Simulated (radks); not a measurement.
Problem. These are the eigenvalues of the occupied orbitals of an atom or ion with whole-number occupations (eV). All-electron calculation, scalar-relativistic Kohn-Sham, SCAN, spin-polarised, spherical densities, finite nucleus; meta-GGA in the generalised Kohn-Sham scheme; Fermi nuclear charge, rms radius of each element as measured or else 0.836 A^(1/3) + 0.57 fm. Program: a radial shooting solver on a logarithmic mesh with Libxc functionals.

orbital  eigenvalue
1s up     -70657.67
1s down   -70657.54
2s up     -13137.51
2s down   -13136.09
2p up     -11624.17
2p down   -11622.74
3s up     -3883.290
3s down   -3882.323
3p up     -3431.659
3p down   -3430.518
3d up     -2915.693
3d down   -2913.963
4s up     -1578.159
4s down   -1572.068
4p up     -1416.280
4p down   -1410.340
4d up     -1216.575
4d down   -1210.711

Which element is it, and in what charge state? The configuration may be excited. Open shells, if any, are filled with parallel spins first.

Solution. Z = 74, tungsten, charge +30: W30+ in [Kr] 4d8. The list shows which subshells hold electrons but not how many an open one holds; the 1s level, -2596.6 hartree, gives Z - s = 72.1 by -(Z - s)^2/2, which with screening and relativity narrows Z to a few neighbours, and the depths of the outer levels then fix element, charge and occupations together.
